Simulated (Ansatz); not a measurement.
Ga₂I₄O₂H₂⁻, that is (I2Ga-mu-OH)2 with one electron more. Total charge -1; doublet. Geometry PBE-D4/def2-SVP, that of the neutral singlet; atoms count from 1.

```xyz
10

Ga   -0.3806   -1.4111   -0.3153
I    -2.0595   -2.2796   -1.9399
I     1.0285   -2.8940    1.1441
O    -1.0771    0.1028    0.7300
Ga    0.1970    1.4764    0.1301
I    -0.9348    3.3432   -1.0725
I     1.9730    1.8284    1.8725
O     0.7236    0.0229   -1.0870
H    -1.1520   -0.0311    1.6952
H     1.6818   -0.1579   -1.1572
```

In the def2 sets I takes a core potential; there is no spin–orbit coupling. The highest occupied level of the charge -1 doublet lies above zero (up to 0.33 eV). By energy differences its removal costs 0.93 eV (vertical, to the charge 0 singlet, at PBE0-D4/def2-TZVP); self-interaction error and the lack of diffuse functions both raise the level.

Q: Estimate the Mulliken populations from the PBE0/def2-TZVP orbitals of Ansatz.

A: 
```
atom  charge (e)  spin (α − β)
 Ga1        0.51          0.30
  I2       -0.40          0.09
  I3       -0.39          0.08
  O4       -0.50         -0.02
 Ga5        0.51          0.30
  I6       -0.40          0.09
  I7       -0.39          0.08
  O8       -0.50         -0.02
  H9        0.29          0.05
 H10        0.29          0.05
```
Mulliken values and Mayer orders depend strongly on the basis.

Q: Where does the spin sit?

A: Summed by element: Ga 0.60, I 0.34, O -0.05, H 0.11, of 1 unpaired in all. Largest on single atoms: Ga1 0.30, Ga5 0.30, I2 0.09.

Q: And the Mayer bond orders between bonded heavy atoms (over 0.3)?

A: Ga1–I2 0.79 (2.49 Å); Ga1–I3 0.81 (2.51 Å); Ga1–O4 0.56 (1.97 Å); Ga1–O8 0.56 (1.97 Å); O4–Ga5 0.56 (1.97 Å); Ga5–I6 0.79 (2.49 Å); Ga5–I7 0.81 (2.51 Å); Ga5–O8 0.56 (1.97 Å).
